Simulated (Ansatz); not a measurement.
Gas-phase electronic energies from Ansatz, PBE0-D4/def2-TZVP geometries. CBS: MP2 limit from def2 TZ/QZ plus the TZ coupled-cluster correction, frozen cores. For Ga, Ge outer-core shells are correlated without core-valence functions, which leaves a few kJ/mol of doubt a bond. Scalar relativity is left out up to krypton. Each species was taken in one conformer, which may not be the lowest.

Consider the formal exchange of groups at a Ge–N bond: `C/C=[N]\[GeH3]` + `[OH][GaH2]` → `[OH][GaH][GeH3]` + `CC=N`.

| species | CCSD(T)/CBS(def2) energy (Eh) |
| --- | --- |
| `C/C=[N]\[GeH3]` | -2211.10204 |
| `[OH][GaH2]` | -2000.92981 |
| `[OH][GaH][GeH3]` | -4078.25778 |
| `CC=N` | -133.79309 |

(1) Work out ΔE.

Largest T1 diagnostic among the species: 0.015.

## Answers

(1) ΔE = (-4078.25778) + (-133.79309) − (-2211.10204) − (-2000.92981) = -0.01902 Eh = -0.52 eV.

The D4 term adds +0.05 eV with B3LYP and +0.03 eV with PBE0; it sums over pairs of atoms, weighted by their polarisabilities, and B3LYP, whose exchange is more repulsive, gets the larger term.

B3LYP here is the variant with VWN-RPA as its local correlation; programs differ in this.
